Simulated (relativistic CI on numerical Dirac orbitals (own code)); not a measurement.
Forbidden lines of Fe⁹⁺

Computed by Dirac-Coulomb-Breit CI, separate exchange-only KLI orbitals for each configuration, model QED, unscaled Slater integrals (own radial code, finite nucleus).

Configurations in the expansion (outside the closed core [Ne]): 3s2 3p5, 3s 3p6, 3s2 3p4 3d, 3s 3p5 3d, 3p6 3d, 3s 3p4 3d2, 3s2 3p4 4s, 3s2 3p4 4p, 3s2 3p3 3d 4p, 3p6 4s, 3s2 3p4 4d, 3p6 4p, 3s 3p5 4s, 3s 3p4 3d 4s, 3s2 3p4 4f, 3s 3p5 4p, 3s2 3p4 5s, 3s2 3p4 5p, 3s 3p5 4d, 3s2 3p4 5d, 3p5 3d 4p, 3s2 3p3 4s 4p, 3s2 3p4 5f, 3s2 3p4 5g, 3s 3p5 4f, 3s2 3p4 6s, 3s2 3p4 6p, 3s 3p4 4s2, 3s2 3p4 6d, 3s2 3p3 3d2, 3s2 3p2 3d3, 3s 3p3 3d3, 3s2 3p2 3d2 4s, 3s2 3p2 3d2 4p, 3s2 3p2 3d2 4d, 3p5 3d2, 3p4 3d3, 3p4 3d2 4s, 3p4 3d2 4p, 3p4 3d2 4d, 3s2 3p3 3d 4s, 3s 3p3 3d2 4s, 3s2 3p2 3d 4s2, 3s2 3p2 3d 4s 4p, 3s2 3p2 3d 4s 4d, 3p5 3d 4s, 3p4 3d 4s2, 3p4 3d 4s 4p, 3p4 3d 4s 4d, 3s2 3p3 4s2, 3s 3p3 3d 4s2, 3s2 3p2 4s2 4p, 3s2 3p2 4s2 4d, 3s2 3p3 4p2, 3s2 3p2 3d 4p2, 3s 3p3 3d 4p2, 3s2 3p2 4s 4p2, 3s2 3p2 4p3, 3s2 3p2 4p2 4d. Double excitations out of closed p, d and f shells are left out; levels of such configurations are missing from the list, as are those of other unlisted configurations, and high levels can miss mixing partners. These lack a partner that the ground configuration has and come out too high: 3s2 3p4 4f, 3s 3p5 4p, 3s2 3p4 5s, 3s2 3p4 5p, 3s 3p5 4d.

```tsv
λ vac (nm)	Lower	Upper	Type	A (s⁻¹)	gf	Branching (%)
21.687	3s2 3p4 3d 2G_9/2 [20]	3s2 3p3 3d2 2I°_13/2 [103]	M2	1.70e+01	1.68e-09	59.2
21.846	3s2 3p5 2P°_3/2 [1]	3s2 3p4 3d 2G_7/2 [21]	M2	1.13e+01	6.45e-10	14.6
22.226	3s2 3p4 3d 4F_9/2 [8]	3s2 3p3 3d2 4H°_13/2 [81]	M2	2.08e+00	2.15e-10	5.6
22.350	3s2 3p5 2P°_3/2 [1]	3s2 3p4 3d 2F_7/2 [18]	M2	1.38e+01	8.28e-10	18.9
23.413	3s2 3p5 2P°_3/2 [1]	3s2 3p4 3d 4F_7/2 [10]	M2	2.95e+00	1.94e-10	16.6
24.109	3s2 3p4 3d 2G_9/2 [20]	3s2 3p3 3d2 4H°_13/2 [81]	M2	2.72e+01	3.32e-09	73.9
25.654	3s2 3p5 2P°_3/2 [1]	3s2 3p4 3d 4D_7/2 [4]	M2	5.81e+01	4.59e-09	100.0
95.467	3s2 3p4 3d 4D_7/2 [4]	3s2 3p4 3d 2F_7/2 [24]	M1	7.14e+01	7.81e-08	32.8
95.538	3s2 3p4 3d 4D_5/2 [5]	3s2 3p4 3d 2F_7/2 [24]	M1	1.92e+01	2.10e-08	8.8
137.77	3s2 3p4 3d 4F_9/2 [8]	3s2 3p4 3d 2F_7/2 [24]	M1	7.69e+01	1.75e-07	35.3
147.18	3s2 3p4 3d 4D_7/2 [4]	3s2 3p4 3d 2G_7/2 [21]	M1	2.13e+01	5.55e-08	27.7
147.35	3s2 3p4 3d 4D_5/2 [5]	3s2 3p4 3d 2G_7/2 [21]	M1	9.86e+00	2.57e-08	12.8
148.57	3s2 3p4 3d 4D_7/2 [4]	3s2 3p4 3d 2G_9/2 [20]	M1	4.47e+00	1.48e-08	5.7
157.13	3s2 3p4 3d 4F_5/2 [11]	3s2 3p4 3d 2F_7/2 [24]	M1	1.19e+01	3.52e-08	5.5
173.52	3s2 3p4 3d 4D_7/2 [4]	3s2 3p4 3d 2F_7/2 [18]	M1	2.77e+01	1.00e-07	37.9
173.76	3s2 3p4 3d 4D_5/2 [5]	3s2 3p4 3d 2F_7/2 [18]	M1	5.02e+00	1.82e-08	6.9
208.52	3s2 3p4 3d 4P_5/2 [17]	3s2 3p4 3d 2F_7/2 [24]	M1	7.16e+00	3.73e-08	3.3
219.26	3s2 3p4 3d 2D_5/2 [19]	3s2 3p4 3d 2F_7/2 [24]	M1	7.02e+00	4.05e-08	3.2
267.94	3s2 3p4 3d 4D_7/2 [4]	3s2 3p4 3d 4F_7/2 [10]	M1	9.76e+00	8.40e-08	54.9
279.49	3s2 3p4 3d 4F_9/2 [8]	3s2 3p4 3d 2G_7/2 [21]	M1	4.68e+00	4.38e-08	6.1
284.53	3s2 3p4 3d 4F_9/2 [8]	3s2 3p4 3d 2G_9/2 [20]	M1	6.22e+01	7.55e-07	79.1
310.90	3s2 3p4 3d 4D_7/2 [4]	3s2 3p4 3d 4F_9/2 [8]	M1	1.29e+01	1.86e-07	99.7
326.55	3s2 3p4 3d 4F_7/2 [10]	3s2 3p4 3d 2G_7/2 [21]	M1	1.87e+01	2.39e-07	24.2
333.46	3s2 3p4 3d 4F_7/2 [10]	3s2 3p4 3d 2G_9/2 [20]	M1	6.27e+00	1.04e-07	8.0
392.69	3s2 3p4 3d 4F_9/2 [8]	3s2 3p4 3d 2F_7/2 [18]	M1	9.47e+00	1.75e-07	12.9
492.40	3s2 3p4 3d 4F_7/2 [10]	3s2 3p4 3d 2F_7/2 [18]	M1	8.24e+00	2.40e-07	11.3
605.20	3s2 3p4 3d 4F_5/2 [11]	3s2 3p4 3d 2F_7/2 [18]	M1	7.99e+00	3.51e-07	10.9
640.09	3s2 3p5 2P°_3/2 [1]	3s2 3p5 2P°_1/2 [2]	M1	6.85e+01	8.41e-07	100.0
969.49	3s2 3p4 3d 2F_7/2 [18]	3s2 3p4 3d 2G_7/2 [21]	M1	6.30e+00	7.10e-07	8.2
1939.2	3s2 3p4 3d 4F_9/2 [8]	3s2 3p4 3d 4F_7/2 [10]	M1	4.32e+00	1.95e-06	24.3
```

Terms are leading LS components. Brackets give the number of a level in order of energy, since labels repeat. The list gives strong lines, with weight on those to low levels, among the lowest 400 of 10134 levels, so that lines to higher ones, which can be the strongest, are missing. Levels whose partners in the same complex of configurations lie outside the list can be far off, and so can their lines. Rates are taken at the computed energies, electric ones in the length gauge.

At this charge energies of transitions that change n are usually good to better than 1 %, and those within a shell (Δn = 0) to a few per cent.

LS names give the leading component of a level, which can be under half, so a name can repeat, a term be missing and a line seem to break the LS rules.
